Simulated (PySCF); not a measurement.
C₂H₇BO₃, SMILES OB(CO)CO. Geometry: PBE-D3(BJ)/def2-SVP. The structure was generated by enumeration, and PubChem lists no compound with its InChIKey, so it may never have been made. Other conformers were not sampled.

Task: Give the equilibrium geometry at PBE-D3(BJ)/def2-SVP (PySCF confirms it by a frequency run) as Cartesian coordinates in Å. (Estimate from the structure and the level; the computed values follow.)

Result: One answer among several that fit: 
```xyz
13

O     -2.1894     0.9012     0.1793
C     -1.0654     0.3744    -0.4953
B      0.1612    -0.0332     0.4089
O      0.0039     0.2137     1.7494
C      1.4801    -0.6837    -0.1893
O      1.5130    -0.8249    -1.6069
H     -1.9301     0.9849     1.1160
H     -0.6895     1.0950    -1.2749
H     -1.3436    -0.5255    -1.1019
H      0.7709    -0.0324     2.2980
H      1.5643    -1.7156     0.2283
H      2.3919    -0.1573     0.2077
H      1.3220     0.0523    -1.9850
```
Charge 0, spin multiplicity 1.
